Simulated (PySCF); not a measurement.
Si(F)(H)(SMe)2 (C2H7FS2Si), SMILES F[SiH](SC)SC.

Geometry optimised at B3LYP-D3(BJ)/def2-SVP. One conformer was computed; it need not be the lowest.

These are TDDFT-PBE/def2-SVPD in PySCF values and carry that method's errors.

Vertical excitations. Gas-phase values at a fixed geometry.

Computed lowest excited states:
```tsv
state	energy (eV)	λ (nm)	f	main pairs
S1	4.91	252	0.003	HOMO→LUMO 99 %
S2	5.16	240	0.020	HOMO−1→LUMO 95 %
S3	5.21	238	0.009	HOMO→LUMO+1 98 %
S4	5.48	226	0.012	HOMO−1→LUMO+1 94 %
S5	5.84	212	0.033	HOMO→LUMO+2 92 %
S6	6.02	206	0.021	HOMO−1→LUMO+2 93 %
S7	6.12	202	0.006	HOMO→LUMO+3 64 %, HOMO→LUMO+4 32 %
S8	6.19	200	0.012	HOMO−1→LUMO+3 94 %
S9	6.29	197	0.010	HOMO→LUMO+4 64 %, HOMO→LUMO+3 28 %
S10	6.38	194	0.006	HOMO→LUMO+5 72 %, HOMO−2→LUMO 21 %
T1	4.67	266	0	HOMO→LUMO 99 %
T2	4.84	256	0	HOMO−1→LUMO 99 %
T3	5.04	246	0	HOMO→LUMO+1 64 %, HOMO−1→LUMO+1 34 %
T4	5.10	243	0	HOMO−1→LUMO+1 64 %, HOMO→LUMO+1 34 %
```
Triplets are in the Tamm–Dancoff approximation, which puts them higher than full response would, so one can lie above its singlet here.
